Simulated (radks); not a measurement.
The numbers below are computed, except where a source is named.
Ionisation of neutral mercury, [Hg], to Hg+, [Xe] 4f14 5d10 6s1, under several functionals. Scalar-relativistic Kohn-Sham, spin-unpolarised, spherical densities, finite nucleus; a radial shooting solver on a logarithmic mesh with Libxc functionals.

| functional | E(Hg) (hartree) | Exc (hartree) | IE (eV) | -e(HOMO) (eV) | <r> HOMO (bohr) | IE error (eV) |
|---|---|---|---|---|---|---|
| BLYP | -19619.0010 | -371.2478 | 10.689 | 6.784 | 2.710 | +0.251 |
| LDA (Slater exchange, VWN5 correlation) | -19607.2909 | -359.5990 | 11.035 | 7.123 | 2.679 | +0.598 |
| AM05 | -19607.6923 | -360.0135 | 10.687 | 6.810 | 2.683 | +0.249 |
| revPBE | -19618.3699 | -370.6534 | 10.568 | 6.715 | 2.699 | +0.130 |
| exchange-only LDA | -19598.8763 | -351.0917 | 9.889 | 6.025 | 2.726 | -0.548 |
| MS2 meta-GGA | -19617.4556 | -369.0117 | 10.599 | 6.769 | 2.700 | +0.161 |
| B86b exchange with PBE correlation | -19619.3583 | -371.6331 | 10.706 | 6.834 | 2.695 | +0.269 |
| TASK exchange with Perdew-Wang LDA correlation | -19618.1003 | -368.0664 | 11.084 | 7.508 | 2.585 | +0.646 |
| HCTH/407 | -19629.1427 | -381.8649 | 10.702 | 6.844 | 2.710 | +0.265 |
| LDA (Slater exchange, Perdew-Zunger correlation) | -19607.2650 | -359.5725 | 11.040 | 7.129 | 2.679 | +0.603 |

NIST Atomic Spectra Database: 10.438 eV (measured). Closest: revPBE. The Delta-SCF values span 1.19 eV, the total energies 30.27 hartree. The highest occupied level is 6s. Spin polarisation and multiplet splitting are left out, so open shells lie too high by an amount that depends on their filling.

Beside tabulated values, note that spin-unpolarised runs miss the spin-polarisation part of the exchange energy of open shells.
